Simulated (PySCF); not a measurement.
A structure optimised at PBE0-D3(BJ)/def2-SVP, used in a PySCF frequency run:

```xyz
12

C     -0.2326     2.1863     0.0000
C      0.0363     0.7258     0.0000
N      1.2217     0.2187     0.0000
C      1.0147    -1.2480     0.0000
Si    -0.8670    -0.9383     0.0000
H      0.7154     2.7441     0.0000
H     -0.8235     2.4733    -0.8846
H     -0.8235     2.4733     0.8846
H      1.4682    -1.7172     0.8881
H      1.4682    -1.7172    -0.8881
H     -1.6641    -1.3174     1.2100
H     -1.6641    -1.3174    -1.2100
```

**Question.** Write its SMILES, formula and point group.

**Answer.** CC1=NC[SiH2]1, C3H7NSi, Cs

**Question.** What are its rotational constants (standard atomic weights)?

**Answer.** 6.9373, 3.5240, 2.4771 GHz
